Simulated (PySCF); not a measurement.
Sn(F)(Cl)(Me)2 (C2H6ClFSn), SMILES [CH3][Sn]([CH3])([F])[Cl]. Geometry: PBE-D3(BJ)/def2-SVP. The structure was generated by enumeration; whether it is a known compound was not checked. The def2 effective core potentials stand for the cores of Sn; spin–orbit coupling is left out.

Computed equilibrium geometry at PBE-D3(BJ)/def2-SVP (PySCF confirms it by a frequency run) as a Z-matrix, and its point group:
point group Cs.
```
Sn
F 1 1.9662
C 1 2.1541 2 105.45
H 3 1.1054 1 108.01 2 115.00
H 3 1.1060 4 110.42 1 -120.74
H 3 1.1060 4 110.16 5 -122.08
C 1 2.1541 2 105.45 6 -131.67
H 7 1.1054 1 108.01 2 -115.00
H 7 1.1060 8 110.42 1 120.74
H 7 1.1060 8 110.16 9 122.08
Cl 1 2.3775 2 104.53 6 114.93
```
